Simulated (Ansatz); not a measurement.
## Energy profile

The step: Si₂NH₇S ([NH2][SiH]([SiH3])[SH]) → Si₂NH₅ ([NH][SiH][SiH3]) + H₂S; bonds formed: S2–H4; bonds broken: Si1–S2, N3–H4 (atoms numbered as in the saddle structure below).

```
atom    x (Å)    y (Å)    z (Å)
 Si1  -0.1515   0.8686   0.3407
  S2   2.0876   0.2691  -0.7257
  N3  -0.6404   1.4969  -1.0776
  H4   1.0184   0.8945  -1.4558
  H5   0.3198   1.6293   1.5425
 Si6  -0.8073  -1.3150   0.8499
  H7   1.7062  -0.9624  -1.1062
  H8  -0.7078   2.4950  -1.2248
  H9  -0.7346  -2.1363  -0.3887
 H10  -2.1976  -1.3401   1.3768
 H11   0.1072  -1.8996   1.8689
```

Electronic energies by CCSD(T) at an estimated basis limit (MP2 extrapolated from triple and quadruple zeta, plus CCSD(T) − MP2 in triple zeta), on PBE0-D4/def2-TZVP structures; Si2NH7S, singlet; no counterpoise correction. Program: Ansatz 0.2.0. Basis: def2-TZVPP and def2-QZVPP. Cores are frozen in the correlated methods. Extrapolation: Hartree–Fock as exp(−7.88 √X), correlation as X^−2.97.

Give the profile in eV, counted from the start structure. (To be estimated.)

By the calculation:
| point | eV |
| --- | --- |
| start structure | 0.000 |
| saddle | 2.964 |
| end structure | 2.690 |
| separated: Si2NH5 (linked as [NH][SiH][SiH3]; Si1, N3, H5, Si6, H8, H9, H10, H11; singlet) + H2S (S2, H4, H7; singlet) | 2.880 |

T1 diagnostic: at most 0.018. The restricted Hartree–Fock reference is unstable towards an unrestricted one at one or more of these structures.

For scale, one of the runs: CCSD(T)/def2-TZVPP, 255 basis functions (an equivalent command: `ansatz run in.yaml --threads 4`). Hardware: 4 CPU threads, shared host. Wall time 62 s; peak host memory 5.1 GiB.
